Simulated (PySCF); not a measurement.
# Be⁺ (beryllium, charge +1): UHF calculation

Configuration: [He] 2s1, 2S determinant. Computed with PySCF 2.14 in aug-cc-pVDZ-DK, with scalar relativity by spin-free X2C-1e.

```
Total energy                        : -14.278108 hartree
One-electron energy                 : -17.5925 hartree
Hartree (Coulomb) energy            : 5.8156 hartree
Exchange energy                     : -2.5012 hartree
⟨S²⟩                                : 0.7500
⟨L²⟩                                : 0.000
Sum of ⟨r⟩                          : 3.141 bohr
Sum of ⟨r²⟩                         : 6.708 bohr²
Langevin diamagnetic susceptibility : -5.31 ×10⁻⁶ cm³/mol
Time after the integrals            : 0.04 s of wall time on 1 thread of Neoverse-V1 (shared host)
```

```
shell  electrons  mean orbital energy (hartree)  rms radius, mean of both spins (bohr)
 1s α          1                       -5.16539                                  0.482
 1s β          1                       -5.13337                                  0.482
 2s α          1                       -0.66497                                   2.50
```
